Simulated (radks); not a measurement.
Task: Ca XI, configuration [Ne]. Calculated with a radial shooting solver on a logarithmic mesh with Libxc functionals: non-relativistic Kohn-Sham, r2SCAN, spin-polarised, spherical densities, point nucleus; meta-GGA in the generalised Kohn-Sham scheme. Some entries of the table are withheld. Estimate them.

orbital,occ.,eigenvalue (hartree),r(max) (bohr),<r> (bohr)
1s,2,-153.8006,(1),0.07733
2s,2,-23.51013,0.2998,0.3606
2p,6,-20.68856,(2),0.3217
3s,0,(3),0.8972,0.9692
3p,0,-7.05651,0.8981,0.9774

Result: 
(1) 1s r(max) (bohr): 0.05081
(2) 2p r(max) (bohr): 0.2452
(3) 3s eigenvalue (hartree): -7.82732
